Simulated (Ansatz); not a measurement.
`C[CH2][GeH2][CH3]` and `[CH3][GeH2][CH3]` differ in one atom or group.

Ansatz, PBE0-D4/def2-TZVP geometries, multiplicity 1. Each molecule was computed in one conformer, which needn't be the lowest.

Scalar relativity is left out up to krypton.

| property | `C[CH2][GeH2][CH3]` |
| --- | --- |
| size of the dipole moment (B3LYP/def2-TZVPP) / D | 0.75 |
| HOMO energy (PBE/def2-TZVPP) / eV | -6.78 |
| ideal-gas entropy at 298 K and 1 bar (rigid rotor, harmonic PBE0-D4/def2-TZVP) / J/(mol·K) | 351 |
| size of the dipole moment (ωB97M-V/def2-TZVPP) / D | 0.72 |
| LUMO energy (PBE0/def2-TZVPP) / eV | 1.00 |
| LUMO energy (PBE/def2-TZVPP) / eV | 0.22 |

Task: Give the same properties after the change, and the shifts. (Estimate.)

Result: Computed: 
| property | `[CH3][GeH2][CH3]` | shift |
| --- | --- | --- |
| size of the dipole moment (B3LYP/def2-TZVPP) / D | 0.70 | -0.05 |
| HOMO energy (PBE/def2-TZVPP) / eV | -7.28 | -0.50 |
| ideal-gas entropy at 298 K and 1 bar (rigid rotor, harmonic PBE0-D4/def2-TZVP) / J/(mol·K) | 313 | -38 |
| size of the dipole moment (ωB97M-V/def2-TZVPP) / D | 0.68 | -0.04 |
| LUMO energy (PBE0/def2-TZVPP) / eV | 1.12 | 0.12 |
| LUMO energy (PBE/def2-TZVPP) / eV | 0.35 | 0.13 |

With PBE0 the HOMO falls by 0.53 eV and the LUMO rises by 0.12 eV, so the gap widens by about 0.65 eV. PBE moves the HOMO by -0.50 eV and ωB97M-V by -0.54 eV. The zero-point energy changes by -75.8 kJ/mol with -9 modes. Dipoles are sizes alone; their direction can turn.

B3LYP here is the variant with VWN-RPA as its local correlation; programs differ in this.
